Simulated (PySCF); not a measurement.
**A survey of ¹⁹F NMR shifts**

PySCF 2.14.0 with density-fitted response routines calculation with geometry: GFN2-xTB and shieldings: GIAO PBE0/pcSseg-1; single conformer, gas phase, non-relativistic, equivalent nuclei averaged.

Shieldings were converted by a linear fit to measured shifts: ¹⁹F (scatter 6.0 ppm rms, 7.0 ppm with the 5 outliers that the fit left out vs CFCl3, solution or neat liquid, with a term for F on sp3 carbon). A few per cent of atoms miss by over 2 rms, more outside the fitted compound classes.

Problem. Give the ¹⁹F shifts of `FC(F)(F)OC1=CCC=C1`, `FC1=C(C(F)F)CC=CO1`, `CO[C@@H](F)C(F)(F)F`, `C=C1C[C@H](F)C(=C(F)F)O1`, `O=C1C=CC[C@@H]1C(F)(F)F`, `CC(C)CCCF`, `CCCCCCF`.

Solution. 
```
                                                           compound                           environment  δ (ppm)
                                                 FC(F)(F)OC1=CCC=C1        fluorine of an OCF3 group (×3)    -60.8
   [F:1][C:2]1=[C:3]([CH:4]([F:5])[F:6])[CH2:7][CH:8]=[CH:9][O:10]1                  F1: vinylic fluorine    -99.7
   [F:1][C:2]1=[C:3]([CH:4]([F:5])[F:6])[CH2:7][CH:8]=[CH:9][O:10]1    F5/6: fluorine of a CF2 group (×2)   -122.2
                [CH3:1][O:2][C@@H:3]([F:4])[C:5]([F:6])([F:7])[F:8]  F6/7/8: fluorine of a CF3 group (×3)    -82.1
                [CH3:1][O:2][C@@H:3]([F:4])[C:5]([F:6])([F:7])[F:8]         F4: fluorine on an sp3 carbon   -150.6
[CH2:1]=[C:2]1[CH2:3][C@H:4]([F:5])[C:6](=[C:7]([F:8])[F:9])[O:10]1                  F9: vinylic fluorine    -97.9
[CH2:1]=[C:2]1[CH2:3][C@H:4]([F:5])[C:6](=[C:7]([F:8])[F:9])[O:10]1                  F8: vinylic fluorine   -114.2
[CH2:1]=[C:2]1[CH2:3][C@H:4]([F:5])[C:6](=[C:7]([F:8])[F:9])[O:10]1         F5: fluorine on an sp3 carbon   -162.8
                                            O=C1C=CC[C@@H]1C(F)(F)F          fluorine of a CF3 group (×3)    -68.4
                                                          CC(C)CCCF             fluorine on an sp3 carbon   -221.0
                                                            CCCCCCF             fluorine on an sp3 carbon   -220.6
```
